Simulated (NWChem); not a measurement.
Everything below was run with NWChem. System: trans-dichloroethylene (C2H2Cl2), charge 0, spin multiplicity 1, at a geometry optimised with PBE/def2-SVP. Level: MP2/def2-TZVP, 12 core orbitals frozen.

Input file:

```
start mol
memory heap 200 mb stack 900 mb global 1100 mb
geometry units angstroms nocenter noautoz
  Cl    -2.135208    -0.353592     0.000000
  C     -0.561707     0.370088     0.000000
  C      0.561707    -0.370088     0.000000
  Cl     2.135208     0.353592     0.000000
  H     -0.555349     1.470495     0.000000
  H      0.555349    -1.470495     0.000000
  symmetry group C2h
end
basis spherical
  * library def2-tzvp
end
scf
  rhf
  nopen 0
  maxiter 100
  thresh 1e-7
  semidirect memsize 60000000 filesize 0
end
mp2
  freeze core 12
end
task mp2 energy
```

NWChem printed:

```
             Northwest Computational Chemistry Package (NWChem) 7.3.0
             --------------------------------------------------------

                                NWChem Input Module
                                -------------------

 Scaling coordinates for geometry "geometry" by  1.889725989
 (inverse scale =  0.529177249)

 Turning off AUTOSYM since
 SYMMETRY directive was detected!

                             Geometry "geometry" -> ""
                             -------------------------

 Output coordinates in angstroms (scale by  1.889725989 to convert to a.u.)

  No.       Tag          Charge          X              Y              Z
 ---- ---------------- ---------- -------------- -------------- --------------
    1 Cl                  17.0000    -2.13520800    -0.35359200     0.00000000
    2 C                    6.0000    -0.56170700     0.37008800     0.00000000
    3 C                    6.0000     0.56170700    -0.37008800     0.00000000
    4 Cl                  17.0000     2.13520800     0.35359200     0.00000000
    5 H                    1.0000    -0.55534900     1.47049500     0.00000000
    6 H                    1.0000     0.55534900    -1.47049500     0.00000000

 Effective nuclear repulsion energy (a.u.)     174.3689148780

            Nuclear Dipole moment (a.u.)
            ----------------------------
        X                 Y               Z
 ---------------- ---------------- ----------------
     0.0000000000     0.0000000000     0.0000000000

      Symmetry information
      --------------------

 Group name             C2h
 Group number             21
 Group order               4
 No. of unique centers     3

      Symmetry unique atoms

     1    2    5


 Summary of "ao basis" -> "" (spherical)
 ------------------------------------------------------------------------------
       Tag                 Description            Shells   Functions and Types
 ---------------- ------------------------------  ------  ---------------------
 *                         def2-tzvp                  on all atoms

 Summary of "ao basis" -> "ao basis" (spherical)
 ------------------------------------------------------------------------------
       Tag                 Description            Shells   Functions and Types
 ---------------- ------------------------------  ------  ---------------------
 Cl                        def2-tzvp                13       37   5s5p2d1f
 C                         def2-tzvp                11       31   5s3p2d1f
 H                         def2-tzvp                 4        6   3s1p

                                 NWChem SCF Module
                                 -----------------

  ao basis        = "ao basis"
  functions       =   148
  atoms           =     6
  closed shells   =    24
  open shells     =     0
  charge          =   0.00
  wavefunction    = RHF
  use symmetry    = T
  symmetry adapt  = T

 Summary of "ao basis" -> "ao basis" (spherical)
 ------------------------------------------------------------------------------
       Tag                 Description            Shells   Functions and Types
 ---------------- ------------------------------  ------  ---------------------
 Cl                        def2-tzvp                13       37   5s5p2d1f
 C                         def2-tzvp                11       31   5s3p2d1f
 H                         def2-tzvp                 4        6   3s1p

      Symmetry analysis of basis
      --------------------------

        ag         51
[...]
 Vector   26  Occ=0.000000D+00  E= 1.649518D-01  Symmetry=ag
              MO Center=  2.4D-15,  4.3D-15,  3.6D-18, r^2= 7.2D+00
   Bfn.  Coefficient  Atom+Function         Bfn.  Coefficient  Atom+Function
  ----- ------------  ---------------      ----- ------------  ---------------
   139      2.707020  5 H  s                145      2.707020  6 H  s
    50     -1.870638  2 C  py                81      1.870638  3 C  py
    42     -1.661484  2 C  s                 73     -1.661484  3 C  s
    49     -0.449103  2 C  px                80      0.449103  3 C  px
     5     -0.282879  1 Cl s                104     -0.282879  4 Cl s

 Vector   27  Occ=0.000000D+00  E= 1.676075D-01  Symmetry=bu
              MO Center=  2.8D-14, -5.5D-14, -2.8D-15, r^2= 6.8D+00
   Bfn.  Coefficient  Atom+Function         Bfn.  Coefficient  Atom+Function
  ----- ------------  ---------------      ----- ------------  ---------------
   139      1.116988  5 H  s                145     -1.116988  6 H  s
     5     -0.815731  1 Cl s                104      0.815731  4 Cl s
    18     -0.716344  1 Cl px               117     -0.716344  4 Cl px
    50     -0.606607  2 C  py                81     -0.606607  3 C  py
    49     -0.440103  2 C  px                80     -0.440103  3 C  px

 center of mass
 --------------
 x =   0.00000000 y =   0.00000000 z =   0.00000000

 moments of inertia (a.u.)
 ------------------
          58.529161959238        -164.866168661341           0.000000000000
        -164.866168661341        1167.909074148010           0.000000000000
           0.000000000000           0.000000000000        1226.438236107248

  Mulliken analysis of the total density
  --------------------------------------

    Atom       Charge   Shell Charges
 -----------   ------   -------------------------------------------------------
    1 Cl  17    17.09   2.01  0.45  1.52  1.09  0.83  4.18  1.69  1.07  2.79  1.38  0.02  0.04  0.01
    2 C    6     6.08   0.85  1.12  0.50  0.60  0.07  1.18  1.35  0.26  0.02  0.11  0.01
    3 C    6     6.08   0.85  1.12  0.50  0.60  0.07  1.18  1.35  0.26  0.02  0.11  0.01
    4 Cl  17    17.09   2.01  0.45  1.52  1.09  0.83  4.18  1.69  1.07  2.79  1.38  0.02  0.04  0.01
    5 H    1     0.83   0.26  0.48  0.07  0.02
    6 H    1     0.83   0.26  0.48  0.07  0.02

       Multipole analysis of the density wrt the origin
       ------------------------------------------------

     L   x y z        total         open         nuclear
     -   - - -        -----         ----         -------
     0   0 0 0     -0.000000      0.000000     48.000000

     1   1 0 0      0.000000      0.000000      0.000000
     1   0 1 0     -0.000000      0.000000      0.000000
     1   0 0 1      0.000000      0.000000      0.000000

     2   2 0 0    -30.021941      0.000000    569.273543
     2   1 1 0     -0.896423      0.000000     76.927495
     2   1 0 1     -0.000000      0.000000      0.000000
     2   0 2 0    -25.590815      0.000000     36.493495
     2   0 1 1      0.000000      0.000000      0.000000
     2   0 0 2    -28.991438      0.000000      0.000000

                   NWChem MP2 Semi-direct Energy/Gradient Module
                   ---------------------------------------------

  Basis functions       =    148
  Molecular orbitals    =    148
  Frozen core           =     12
  Frozen virtuals       =      0
  Active alpha occupied =     12
  Active beta occupied  =     12
  Active alpha virtual  =    124
  Active beta virtual   =    124
  Use MO symmetry       = T
  Use skeleton AO sym   = T

  AO/Fock/Back tols     =   1.0D-09  1.0D-09  1.0D-09

 GA uses MA = F    GA memory limited = T

 Available:
  local mem=  1.26D+08
 global mem=  1.44D+08
 local disk=  0.00D+00
  mp2_memr nvloc                   124
  nvloc new                   124
   1 passes of  12:        5242880                     119054                  52987082.
   1 passes of  12: M    126148620           G      144135392           F     120905740.

 Semi-direct pass number   1 of   1  for RHF alpha+beta  at       10.4s
  vrange nnbf                 10466
  mp2_eaftype                   202  avail_ma_in_mb                  1099
 EAF : mp2_eaftype filesize         202   26493541.
  mp2_eaf for mointskh                    202
Node 0 wrote    124.6 Mb in      0.1 s     Agg I/O rate:  1173.7 Mb/s
 Done moints_semi at       31.8s
  mp2_eaftype                   202  avail_ma_in_mb                   897
 EAF : mp2_eaftype filesize         202   26493541.
  mp2_eaf for kh                   202
 Done maket at       32.9s
 Done multipass loop at       32.9s

          -------------------------------------------
          SCF energy                -995.917395711203
          Correlation energy          -0.686742353686
          Singlet pairs               -0.429516285687
          Triplet pairs               -0.257226067999
          Total MP2 energy          -996.604138064889
          -------------------------------------------

          ---------------------------------------------------
                    Spin Component Scaled (SCS) MP2
          Same spin pairs                     -0.171484045333
          Same spin scaling factor             0.333333333333
          Opposite spin pairs                 -0.515258308354
          Opposite spin scaling fact.          1.200000000000
          SCS-MP2 correlation energy          -0.675471318469
          Total SCS-MP2 energy              -996.592867029671
          ---------------------------------------------------

 -----------------------
 Performance information
 -----------------------

 Timer overhead =  1.50D-07 seconds/call

               Nr. of calls         CPU time (s)                 Wall time (s)                GFlops
             ---------------    -------------------     ------------------------------   -------------------
Name         Min   Avg   Max    Min     Avg     Max     Min     Avg     Max   Mx/calls   Min     Max     Sum
mp2: moin     1     1     1    21.     21.     21.      21.     21.     21.     21.      0.0     0.0     0.0
mp2: make     1     1     1    1.2     1.2     1.2      1.2     1.2     1.2     1.2      0.0     0.0     0.0
mp2: tota     1     1     1    23.     23.     23.      23.     23.     23.     23.      0.0     0.0     0.0

 The average no. of pstat calls per process was 3.00D+00
 with a timing overhead of 4.50D-07s

 Task  times  cpu:       32.9s     wall:       32.9s

 Total times  cpu:       32.9s     wall:       32.9s
```
